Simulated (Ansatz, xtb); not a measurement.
Relative energy of two isomers of C3H7ClO2Si2

Structure X is `O=C1C[Si@@H](Cl)[Si@@H](O)C1`, a singlet and structure Y is `C#C[Si@H](Cl)OCO[SiH3]`, a singlet. Both are isolated molecules in the gas phase, relaxed with B3LYP/def2-SVP; the shapes shown needn't be the lowest conformers.

X (Å):

```json
{"atom": "C", "x (Å)": "-0.3696", "y (Å)": "1.3421", "z (Å)": "-1.0675"}
{"atom": "C", "x (Å)": "-0.9042", "y (Å)": "2.4149", "z (Å)": "-0.1131"}
{"atom": "C", "x (Å)": "-0.7516", "y (Å)": "-0.0860", "z (Å)": "-0.6946"}
{"atom": "Cl", "x (Å)": "-2.0294", "y (Å)": "2.0436", "z (Å)": "2.9768"}
{"atom": "O", "x (Å)": "0.3798", "y (Å)": "1.6056", "z (Å)": "-1.9798"}
{"atom": "O", "x (Å)": "-1.2168", "y (Å)": "-1.3312", "z (Å)": "2.0175"}
{"atom": "Si", "x (Å)": "-0.3893", "y (Å)": "1.8948", "z (Å)": "1.6565"}
{"atom": "Si", "x (Å)": "-0.1725", "y (Å)": "-0.3942", "z (Å)": "1.1103"}
{"atom": "H", "x (Å)": "-0.5517", "y (Å)": "3.4067", "z (Å)": "-0.4288"}
{"atom": "H", "x (Å)": "-2.0085", "y (Å)": "2.4055", "z (Å)": "-0.1298"}
{"atom": "H", "x (Å)": "0.7117", "y (Å)": "2.7241", "z (Å)": "2.2139"}
{"atom": "H", "x (Å)": "1.1688", "y (Å)": "-1.0306", "z (Å)": "1.1445"}
{"atom": "H", "x (Å)": "-1.8654", "y (Å)": "-0.8354", "z (Å)": "2.5362"}
{"atom": "H", "x (Å)": "-0.3447", "y (Å)": "-0.7888", "z (Å)": "-1.4351"}
{"atom": "H", "x (Å)": "-1.8525", "y (Å)": "-0.1838", "z (Å)": "-0.6732"}
```

Y (Å):

```yaml
atoms:
  - { symbol: C, position_ang: [-4.8494, 1.2511, -0.7735] }
  - { symbol: C, position_ang: [-3.6560, 1.0886, -0.6003] }
  - { symbol: C, position_ang: [-0.2268, 1.5021, 1.6821] }
  - { symbol: Cl, position_ang: [-1.4615, -1.1974, -0.2606] }
  - { symbol: O, position_ang: [-1.4509, 1.5989, 1.0177] }
  - { symbol: O, position_ang: [0.8152, 1.3562, 0.7580] }
  - { symbol: Si, position_ang: [-1.8582, 0.8439, -0.4038] }
  - { symbol: Si, position_ang: [2.1988, 0.4155, 0.9081] }
  - { symbol: H, position_ang: [-5.9049, 1.3943, -0.9212] }
  - { symbol: H, position_ang: [-1.1349, 1.3631, -1.5809] }
  - { symbol: H, position_ang: [-0.2542, 0.6416, 2.3817] }
  - { symbol: H, position_ang: [-0.0942, 2.4335, 2.2610] }
  - { symbol: H, position_ang: [1.8675, -0.8727, 1.5844] }
  - { symbol: H, position_ang: [2.6998, 0.1894, -0.4702] }
  - { symbol: H, position_ang: [3.2363, 1.1266, 1.7107] }
```

**Question.** Estimate E(Y) − E(X) at the level CCSD(T)/def2-SVP + ΔMP2/def2-TZVPP.

**Answer.** Calculated at CCSD(T)/def2-SVP + ΔMP2/def2-TZVPP: E(Y) − E(X) = +28.4 kcal/mol, so structure X lies lower.

How the difference moves with the method:

| level | geometry | E(Y) − E(X) (kcal/mol) | departure from the last row (kcal/mol) | job, with rough time for the two |
| --- | --- | --- | --- | --- |
| B3LYP/def2-SVP | B3LYP/def2-SVP | +30.5 | +2.1 | optimisation, 2.4 min |
| HF/def2-SVP | B3LYP/def2-SVP | +19.4 | −9.0 | part of the CCSD(T) run |
| MP2/def2-SVP | B3LYP/def2-SVP | +29.5 | +1.1 | part of the CCSD(T) run |
| CCSD(T)/def2-SVP | B3LYP/def2-SVP | +29.1 | +0.7 | single point |
| CCSD(T)/def2-SVP + ΔMP2/def2-TZVPP | B3LYP/def2-SVP | +28.4 |  | single point, 2.1 min |

As drawn, Y has 1 C≡C, 1 O–Si, 2 C–O, 2 Si–H in place of 1 C=O, 2 C–C, 1 C–Si, 1 Si–Si, 1 C–H, 1 O–H. Structure X has a 5-membered ring, Y no ring.

The levels shown agree on the order. The largest departure from CCSD(T)/def2-SVP + ΔMP2/def2-TZVPP is that of HF/def2-SVP, 9.0 kcal/mol. Levels run at GFN2-xTB geometries aren't shown. The last row adds to CCSD(T) the change of the MP2 difference between the two basis sets, here −0.7 kcal/mol.

With thermal terms from frequencies at re-optimised GFN2-xTB minima (ideal gas, soft modes damped towards free rotors, one conformer each, 298.15 K, 1 atm): on the last row, ΔE + ΔZPE = +24.4, ΔH = +25.2, ΔG = +23.1 kcal/mol.

The correlated steps freeze 20 core orbitals. Programs: Ansatz 0.2.0, xtb 6.7.1; the last row on 4 threads of Arm Neoverse V1 on a shared host.
